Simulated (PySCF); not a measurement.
**Magnetisability: `c1[n+](CC)c(C#N)cs1`, [C₆H₇N₂S]+, charge +1**

Geometry (Å), atoms numbered from 1 in this order:
```xyz
16

C    -1.8792   -0.4517   -0.3450
C    -1.1038    0.0135    0.8839
N     0.2119    0.4997    0.5031
C     0.5109    1.7682    0.3031
S     2.1039    2.0236   -0.2040
C     2.3883    0.3374   -0.1514
C     1.2691   -0.3363    0.2460
C     1.1534   -1.7398    0.4003
N     1.0518   -2.8706    0.5263
H    -2.8591   -0.7996   -0.0320
H    -2.0146    0.3633   -1.0521
H    -1.3716   -1.2753   -0.8414
H    -0.9731   -0.8177    1.5812
H    -1.6366    0.8220    1.3868
H    -0.1997    2.5615    0.4545
H     3.3409   -0.0891   -0.4034
```

Total charge +1.

The calculation used PySCF 2.14.0, GIAO LC-wPBE/pcSseg-1 magnetisability, rotational g tensor and spin-rotation constants, non-relativistic, gas phase. Geometry: GFN2-xTB.

For an ion the centre-of-mass motion in the field is neglected.

Question: What are the magnetisability and the molar susceptibility?

Answer: Isotropic -1405 × 10⁻³⁰ J/T², or -84.6 × 10⁻⁶ cm³/mol; principal values -1854, -1230, -1132 × 10⁻³⁰ J/T², anisotropy 679 × 10⁻³⁰ J/T² (root of half the summed squared differences of the principal values). The susceptibility is in cgs units.

Question: Split it along the inertial axes a, b, c into diamagnetic and paramagnetic parts about the centre of mass, with the quadrupole moment.

Answer: 
| axis | χ (10⁻⁶ cm³/mol) | diamagnetic (10⁻⁶ cm³/mol) | paramagnetic (10⁻⁶ cm³/mol) | summed x² of all electrons (Å²) | quadrupole Θ (D Å) |
| --- | --- | --- | --- | --- | --- |
| a | -74.8 | -668.5 | 593.7 | 216.1 | +3.62 |
| b | -70.2 | -1025.4 | 955.1 | 131.9 | +7.55 |
| c | -108.9 | -1476.4 | 1367.5 | 25.6 | -11.18 |

Anisotropies 2χaa − χbb − χcc = +29.5 and 2χbb − χaa − χcc = +43.2 × 10⁻⁶ cm³/mol. Θ is traceless in Buckingham's convention.

Question: And the rotational g tensor?

Answer: 
| axis | rotational constant (GHz) | g | nuclear part | electronic part |
| --- | --- | --- | --- | --- |
| a | 2.1277 | -0.0143 | 0.5792 | -0.5935 |
| b | 1.2302 | -0.0122 | 0.5398 | -0.5520 |
| c | 0.8331 | +0.0112 | 0.5464 | -0.5352 |

Asymmetric top; isotopes 12C, 1H, 14N, 32S; no vibrational averaging.
